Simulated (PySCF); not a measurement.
# Reading the logs of faulty runs: BH4OSi

Calculated results; nothing here was measured. They come from PySCF 2.14.0, an open-source quantum chemistry program, on an isolated molecule that a program drew, which may never have been made. The molecule is BH4OSi (charge 0, doublet), drawn as the SMILES string `BO[SiH2]`.

Each row is a Hartree-Fock (HF) and frozen-core CCSD(T) single point in the cc-pV(D+d)Z basis, meant for a local HF minimum. Run 1 is clean. Each other run has one planted mistake out of seven kinds, and not every kind appears here: one electron removed, one electron added, multiplicity raised by two, geometry at a saddle point, minimal basis STO-3G, one bond length entered in bohr, all coordinates scaled. The reference is restricted for singlets and unrestricted otherwise, and also for a bond in bohr. Adding or removing an electron swaps singlet and doublet. Electrons count all cores. HOMO and LUMO are orbital energies over both spins, the gradient is its largest component, and the lowest frequency (negative if imaginary) is given only where the gradient is small. Bond lengths are over the 6 bonds as drawn. T1 is the CCSD diagnostic: over 0.02 (restricted) or 0.045 (unrestricted) a single reference is doubtful.

Geometry of the clean run:
```xyz
7
BH4OSi, angstrom
B    -1.2149   -0.6136   -1.2812
O    -1.1239   -0.7838    0.0552
Si   -1.7082    0.0338    1.3842
H    -0.6939   -1.4245   -1.9972
H    -1.8062    0.3337   -1.7364
H    -1.9494    1.4561    1.0417
H    -0.7009   -0.0887    2.4592
```

| run | electrons | basis functions | <S^2> | HOMO (eV) | LUMO (eV) | gradient (hartree/bohr) | lowest frequency (cm^-1) | mean bond (Å) | longest bond (Å) | T1 | HF (hartree) | CCSD(T) (hartree) | mistake |
|---|---|---|---|---|---|---|---|---|---|---|---|---|---|
| 1 | 31 | 71 | 0.753 | -9.26 | 1.45 | 4.3e-06 | 58 | 1.3973 | 1.666 | 0.0161 | -390.84259 | -391.23838 | no fault |
| 2 | 31 | 23 | 0.751 | -6.77 | 5.52 | 4.8e-02 | - | 1.3973 | 1.666 | 0.0211 | -386.15479 | -386.30742 | minimal basis STO-3G |
| 3 | 31 | 71 | 0.753 | -9.20 | 1.52 | 1.1e-02 | - | 1.3763 | 1.641 | 0.0156 | -390.84112 | -391.23507 | all coordinates scaled |
| 4 | 31 | 71 | 0.770 | -7.29 | 2.18 | 2.9e-05 | -1317 | 1.3882 | 1.661 | 0.0178 | -390.81513 | -391.21715 | geometry at a saddle point |
| 5 | 31 | 71 | 3.776 | -5.92 | -2.36 | 3.2e-02 | - | 1.3973 | 1.666 | 0.0224 | -390.62222 | -391.02385 | multiplicity raised by two |
| 6 | 31 | 71 | 1.134 | -9.41 | 0.90 | 2.2e-02 | - | 1.6172 | 2.802 | 0.0421 | -390.74991 | -391.13930 | ? |

**Which mistake was planted in run 6, and what did it cost?**

The mean bond changes by a factor of 1.157 and the longest by 1.682, so the molecule wasn't scaled as a whole. A length L in bohr read as angstrom grows by (1/0.5292 - 1) L = 0.890 L. The 6 bonds together grew by 6 x 0.2199 = 1.319 Å, which gives L = 1.483 Å. That is the length of one of the H-Si bonds, 1.483 Å in the clean geometry. So the mistake is: one bond length entered in bohr. Subtracting run 1 and multiplying by 627.51 kcal/mol a hartree, the energy moved by 58.2 kcal/mol in HF and 62.2 kcal/mol in CCSD(T).

